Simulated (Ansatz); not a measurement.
The same path of CH$_{4}$ClOSi (8 atoms, charge 1, multiplicity 1) was run twice with different band settings. The coordinate that changes most is the dihedral H6–Si2–C3–Cl4.

The calculation used RKS PBE0-D4/def2-SVP in Ansatz.

Relaxed end points:

```xyz
8
Properties=species:S:1:pos:R:3
O 0.409 1.560 -1.057
Si 0.117 0.718 0.264
C -0.544 -0.996 0.274
Cl 1.301 -1.215 0.504
H 0.344 1.326 -1.992
H 0.265 1.491 1.500
H -1.051 -1.389 1.165
H -0.841 -1.495 -0.658
```

```xyz
8
Properties=species:S:1:pos:R:3
O 0.270 1.618 -1.016
Si 0.526 0.550 0.140
C -0.197 -1.138 0.169
Cl -1.315 -0.142 1.294
H -0.298 1.591 -1.797
H 1.536 0.969 1.114
H -0.796 -1.516 -0.670
H 0.274 -1.931 0.766
```

Common settings: movable images 7; climbing image yes; spring 5.0 eV/Å²; optimiser quadratic models (default); start path through a guess of the saddle point; force threshold 0.03 eV/Å; end points relaxed.

| run | iteration limit |
| --- | --- |
| 1 | 50 |
| 2 | 10 |

Q: What does each run give, and how far can it be trusted?

A: Run 1: converged after 10 iterations, highest image 0.387 eV above the first end. A vibrational analysis at the climbing image gives one clearly imaginary mode, 57i cm⁻¹: a first-order saddle point.
Run 2: converged after 10 iterations, highest image 0.387 eV above the first end. Another band between the same ends (7 images) ends at a top of the same energy, where a vibrational analysis finds 1 clearly imaginary mode.
